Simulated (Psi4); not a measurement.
C$_{3}$H$_{9}$O$_{2}$Si (SMILES CCO[SiH](C)[O]), doublet, geometry from GFN2-xTB; PBE0/STO-3G (Psi4 1.11).

The Psi4 input:
```
memory 2 GB

molecule {
0 2
  C     2.47317110   -0.07857277    0.06347338
  C     1.51180906    0.84503276   -0.66958984
  O     0.28004545    0.94346307   -0.03396095
  Si   -0.73283411   -0.23537493    0.47623433
  C    -2.37454732    0.32652103   -0.51431943
  O    -0.50364132   -1.73002408    0.28694398
  H     2.04950099   -1.07721851    0.11589481
  H     3.42606103   -0.11349232   -0.45692720
  H     2.62995402    0.28215861    1.07704234
  H     1.36052616    0.47102324   -1.69124301
  H     1.92229512    1.86064461   -0.73387580
  H    -1.11910659    0.41172286    1.74129133
  H    -3.19347677   -0.18698076   -0.04007009
  H    -2.22287851   -0.01621718   -1.52496522
  H    -2.46702827    1.39821026   -0.45567658
}

set basis sto-3g
set reference uks
set ints_tolerance 1e-8

energy('pbe0')
print_variables()
```

The log (banner, timings and long lists left out):

```
   => Loading Basis Set <=

    Name: STO-3G
    Role: ORBITAL
    Keyword: BASIS

         ---------------------------------------------------------
                                   SCF
               by Justin Turney, Rob Parrish, Andy Simmonett
                          and Daniel G. A. Smith
                              UKS Reference
         ---------------------------------------------------------

  ==> Geometry <==

    Molecular point group: c1
    Full point group: C1

    Geometry (in Angstrom), charge = 0, multiplicity = 2:

       Center              X                  Y                   Z               Mass
    ------------   -----------------  -----------------  -----------------  -----------------
         C            2.495535869243    -0.050042762224     0.044995628570    12.000000000000
         C            1.534173829243     0.873562767776    -0.688067591430    12.000000000000
         O            0.302410219243     0.971993077776    -0.052438701430    15.994914619570
         SI          -0.710469340757    -0.206844922224     0.457756578570    27.976926534650
         C           -2.352182550757     0.355051037776    -0.532797181430    12.000000000000
         O           -0.481276550757    -1.701494072224     0.268466228570    15.994914619570
         H            2.071865759243    -1.048688502224     0.097417058570     1.007825032230
         H            3.448425799243    -0.084962312224    -0.475404951430     1.007825032230
         H            2.652318789243     0.310688617776     1.058564588570     1.007825032230
         H            1.382890929243     0.499553247776    -1.709720761430     1.007825032230
         H            1.944659889243     1.889174617776    -0.752353551430     1.007825032230
         H           -1.096741820757     0.440252867776     1.722813578570     1.007825032230
         H           -3.171112000757    -0.158450752224    -0.058547841430     1.007825032230
         H           -2.200513740757     0.012312827776    -1.543442971430     1.007825032230
         H           -2.444663500757     1.426740267776    -0.474154331430     1.007825032230

  Running in c1 symmetry.

  Rotational constants: A =      0.16405  B =      0.06402  C =      0.05129 [cm^-1]
  Rotational constants: A =   4918.16918  B =   1919.40685  C =   1537.54913 [MHz]
  Nuclear repulsion =  319.868901948477060

  Charge       = 0
  Multiplicity = 2
  Electrons    = 57
  Nalpha       = 29
  Nbeta        = 28

  ==> Algorithm <==

  SCF Algorithm Type is DF.
  DIIS enabled.
  MOM disabled.
  Fractional occupation disabled.
  Guess Type is SAD.
  Energy threshold   = 1.00e-06
  Density threshold  = 1.00e-06
  Integral threshold = 1.00e-08

  ==> Primary Basis <==

  Basis Set: STO-3G
    Blend: STO-3G
    Number of shells: 29
    Number of basis functions: 43
    Number of Cartesian functions: 43
    Spherical Harmonics?: true
    Max angular momentum: 1

  ==> DFT Potential <==

   => LibXC <=

    Version 7.1.2
    S. Lehtola, C. Steigemann, M. J. T. Oliveira, and M. A. L. Marques,  SoftwareX 7, 1–5 (2018) (10.1016/j.softx.2017.11.002)

   => Composite Functional: PBE0 <=

    PBE0 Hyb-GGA Exchange-Correlation Functional

    C. Adamo and V. Barone,  J. Chem. Phys. 110, 6158 (1999) (10.1063/1.478522)
    M. Ernzerhof and G. E. Scuseria,  J. Chem. Phys. 110, 5029 (1999) (10.1063/1.478401)

    Deriv               =              1
    GGA                 =           TRUE
    Meta                =          FALSE

    Exchange Hybrid     =           TRUE
    MP2 Hybrid          =          FALSE

   => Exchange Functionals <=

    0.7500   Perdew, Burke & Ernzerhof

   => Exact (HF) Exchange <=

    0.2500               HF

   => Correlation Functionals <=

    1.0000   Perdew, Burke & Ernzerhof

   => LibXC Density Thresholds  <==

    XC_HYB_GGA_XC_PBEH:  1.00E-15

   => Molecular Quadrature <=

    Radial Scheme          =       TREUTLER
    Pruning Scheme         =           NONE
    Nuclear Scheme         =       TREUTLER

    Blocking Scheme        =         OCTREE
    BS radius alpha        =              1
    Pruning alpha          =              1
    Radial Points          =             75
    Spherical Points       =            302
    Total Points           =         317120
    Total Blocks           =           2416
    Max Points             =            256
    Max Functions          =             40
    Weights Tolerance      =       1.00E-15

   => Loading Basis Set <=

    Name: (STO-3G AUX)
    Role: JKFIT
    Keyword: DF_BASIS_SCF

  ==> Integral Setup <==

  SCF_SUBTYPE=INCORE selected. In-core MEM_DF algorithm will be used.
  Using in-core AOs.

  ==> MemDFJK: Density-Fitted J/K Matrices <==

    J tasked:                   Yes
    K tasked:                   Yes
    wK tasked:                   No
    Algorithm:                 Core
    Schwarz Cutoff:           1E-08
    Mask sparsity (%):       3.1368
    Fitting Condition:        1E-10

   => Auxiliary Basis Set <=

  Basis Set: (STO-3G AUX)
    Blend: DEF2-UNIVERSAL-JKFIT
    Number of shells: 217
    Number of basis functions: 669
    Number of Cartesian functions: 788
    Spherical Harmonics?: true
    Max angular momentum: 4

  Minimum eigenvalue in the overlap matrix is 2.0819527348E-01.
  Reciprocal condition number of the overlap matrix is 8.5172171695E-02.
    Using symmetric orthogonalization.

  ==> Pre-Iterations <==

  SCF Guess: Superposition of Atomic Densities via on-the-fly atomic UHF (no occupation information).

   -------------------------
    Irrep   Nso     Nmo
   -------------------------
     A         43      43
   -------------------------
    Total      43      43
   -------------------------

  ==> Iterations <==

                           Total Energy        Delta E     RMS |[F,P]|

   @DF-UKS iter SAD:  -549.19725548248323   -5.49197e+02   0.00000e+00
   @DF-UKS iter   1:  -552.09217671852900   -2.89492e+00   1.13896e-02 ADIIS/DIIS
   @DF-UKS iter   2:  -550.23925233453122    1.85292e+00   4.37655e-02 ADIIS/DIIS
   @DF-UKS iter   3:  -552.21592148200227   -1.97667e+00   1.05765e-02 ADIIS/DIIS
   @DF-UKS iter   4:  -552.34035272575852   -1.24431e-01   3.07377e-03 ADIIS/DIIS
   @DF-UKS iter   5:  -552.35333492214681   -1.29822e-02   5.85612e-04 ADIIS/DIIS
   @DF-UKS iter   6:  -552.35385126740891   -5.16345e-04   1.75889e-04 ADIIS/DIIS
   @DF-UKS iter   7:  -552.35395700372624   -1.05736e-04   1.18278e-04 ADIIS/DIIS
   @DF-UKS iter   8:  -552.35398918784153   -3.21841e-05   3.32752e-05 DIIS
   @DF-UKS iter   9:  -552.35401045311880   -2.12653e-05   2.49354e-05 DIIS
   @DF-UKS iter  10:  -552.35402326219628   -1.28091e-05   2.14003e-05 DIIS
   @DF-UKS iter  11:  -552.35403330366285   -1.00415e-05   1.82410e-05 DIIS
   @DF-UKS iter  12:  -552.35405530325500   -2.19996e-05   1.29804e-05 DIIS
   @DF-UKS iter  13:  -552.35407209258176   -1.67893e-05   6.76971e-06 DIIS
   @DF-UKS iter  14:  -552.35407370487951   -1.61230e-06   2.83902e-06 DIIS
   @DF-UKS iter  15:  -552.35407394673848   -2.41859e-07   1.25069e-06 DIIS
   @DF-UKS iter  16:  -552.35407397113534   -2.43969e-08   4.43738e-07 DIIS
  Energy and wave function converged.

  ==> Post-Iterations <==

   Electrons on quadrature grid:
      Nalpha   =   28.9999876814 ; deviation = -1.232e-05
      Nbeta    =   27.9999958499 ; deviation = -4.150e-06
      Ntotal   =   56.9999835314 ; deviation = -1.647e-05

   @Spin Contamination Metric:   6.035862221E-03
   @S^2 Expected:                7.500000000E-01
   @S^2 Observed:                7.560358622E-01
   @S   Expected:                5.000000000E-01
   @S   Observed:                5.000000000E-01

    Orbital Energies [Eh]
    ---------------------

    Alpha Occupied:

[...]
    Alpha Virtual:

[...]
    Beta Occupied:

[...]
      28A     -0.129903

    Beta Virtual:

[...]
    Final Occupation by Irrep:
              A
    DOCC [    28 ]
    SOCC [     1 ]
    NA   [    29 ]
    NB   [    28 ]

  @DF-UKS Final Energy:  -552.35407397113534

   => Energetics <=

    Nuclear Repulsion Energy =            319.8689019484770597
    One-Electron Energy =               -1398.7692424852912154
    Two-Electron Energy =                 570.2446787119281453
    DFT Exchange-Correlation Energy =     -43.6984121462492823
    Empirical Dispersion Energy =           0.0000000000000000
    VV10 Nonlocal Energy =                  0.0000000000000000
    Total Energy =                       -552.3540739711353353

  UHF NO Occupations:
  HONO-2 :   27  A 1.9996287
  HONO-1 :   28  A 1.9976763
  HONO-0 :   29  A 1.0000000
  LUNO+0 :   30  A 0.0023237
  LUNO+1 :   31  A 0.0003713
  LUNO+2 :   32  A 0.0001836
  LUNO+3 :   33  A 0.0001036

Computation Completed

Properties will be evaluated at   0.000000,   0.000000,   0.000000 [a0]

Properties computed using the SCF density matrix

 Multipole Moments:

 ------------------------------------------------------------------------------------
     Multipole            Electronic (a.u.)      Nuclear  (a.u.)        Total (a.u.)
 ------------------------------------------------------------------------------------

 L = 1.  Multiply by 2.5417464519 to convert [e a0] to [Debye]
 Dipole X            :         -2.2258477            2.4090069            0.1831592
 Dipole Y            :         -3.2441940            3.0730920           -0.1711020
 Dipole Z            :          1.9923319           -1.9903195            0.0020124
 Magnitude           :                                                    0.2506537

 ------------------------------------------------------------------------------------

  Variable Map:
  ----------------------------------------------------------------------------
[...]
  Array Variable Map:
  ----------------------------------------------------------------------------
[...]
[...]
```
